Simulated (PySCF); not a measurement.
Coordinates in bohr (charge 0 multiplicity 1):
```
Te    0.0000    0.0000   -0.5208
F     3.3371    0.0000    0.8887
F     0.0000    3.3371    0.8887
F    -3.3371    0.0000    0.8887
F     0.0000   -3.3371    0.8887
```

Computed with PBE0 in PySCF with Te def2-SVP with ECP28, F def2-SVP; scalar-relativistic core potentials, no spin–orbit coupling; density-fitted integrals.

This geometry of TeF₄ is a stationary point at this level.

What is the point group?

C4v.

Is it a minimum?

No: it has 1 imaginary mode, at 83i cm⁻¹ (b1).

List the harmonic modes with their infrared intensities.


| symmetry | ω (cm⁻¹) | IR (km/mol, summed over degenerate members) | type |
| --- | --- | --- | --- |
| b1 | 83i | – | bend |
| a1 | 274 | 38.4 | bend |
| e | 282 | 32.2 | bend |
| b2 | 329 | 0.0 | bend |
| b1 | 605 | 0.0 | stretch |
| a1 | 668 | 36.8 | stretch |
| e | 670 | 253 | stretch |

In C4v the vibrations span 2b1 + 2a1 + 2e + b2. The b1, b2 modes carry no infrared intensity, as symmetry demands.

This need not be the most stable arrangement of these atoms. At this level a singlet minimum of C2v symmetry lies 13 kJ/mol below this structure.
